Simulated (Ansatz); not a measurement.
Reaction (ligand exchange at the Al–C bond): `C=[C]([AlH2])C(C)=N` + CH₃NH₂ → `C[NH][AlH2]` + `C=CC(C)=N`

Calculated with Ansatz (gas phase, PBE0-D4/def2-TZVP geometries, no zero-point term in ΔE). CCSD(T)/CBS is the MP2 limit (def2-TZVPP, def2-QZVPP) plus CCSD(T) − MP2 in def2-TZVPP, frozen cores. Functionals use def2-TZVPP. Each species was taken in one conformer, which may not be the lowest.

```tsv
level	ΔE (kcal/mol)	difference from CCSD(T)/CBS
r2SCAN-D4	-23.1	-0.8
PBE0-D4	-21.3	1.0
ωB97X-V	-22.1	0.2
ωB97M-V	-22.0	0.3
B2PLYP	-23.6	-1.3
PBE	-22.4	-0.1
PBE0	-22.0	0.3
HF/def2-TZVPP	-23.3	-1.0
MP2/def2-TZVPP	-22.5	-0.2
SCS-MP2/def2-TZVPP	-23.0	-0.7
CCSD/def2-TZVPP	-22.9	-0.6
CCSD(T)/def2-TZVPP	-22.6	-0.3
HF/def2-QZVPP	-23.4	-1.1
MP2/def2-QZVPP	-22.4	-0.1
HF/CBS(def2)	-23.4	-1.1
CCSD/CBS(def2)	-22.6	-0.3
CCSD(T)/CBS	-22.3	0
```

Largest T1 diagnostic among the species: 0.012.

In def2-TZVPP, CCSD(T) changes the Hartree–Fock value by +0.8 kcal/mol (the triples alone add +0.3 kcal/mol) and MP2 by +0.8 kcal/mol. The D4 term adds +1.2 kcal/mol with B3LYP and +0.7 kcal/mol with PBE0; it sums over pairs of atoms, weighted by their polarisabilities, and B3LYP, whose exchange is more repulsive, gets the larger term.

B3LYP here is the variant with VWN-RPA as its local correlation; programs differ in this.
